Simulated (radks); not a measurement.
Question: These are the eigenvalues of the occupied orbitals of an atom or ion with whole-number occupations (eV). Method: Dirac Kohn-Sham, BLYP, spin-unpolarised, spherical densities, finite nucleus; Fermi nuclear charge, rms radius of each element as measured or else 0.836 A^(1/3) + 0.57 fm; computed with a radial shooting solver on a logarithmic mesh with Libxc functionals.

orbital  eigenvalue
1s1/2     -8345.452
2s1/2     -1572.531
2p1/2     -1467.607
2p3/2     -1451.539

Which element is it, and in what charge state? The configuration may be excited. Open shells, if any, fill j = l - 1/2 first.

Answer: Z = 27, cobalt, charge +18: Co18+ in [He] 2s2 2p5. The list shows which subshells hold electrons but not how many an open one holds; the 1s level, -306.69 hartree, gives Z - s = 24.8 by -(Z - s)^2/2, which with screening and relativity narrows Z to a few neighbours, and the depths of the outer levels then fix element, charge and occupations together.
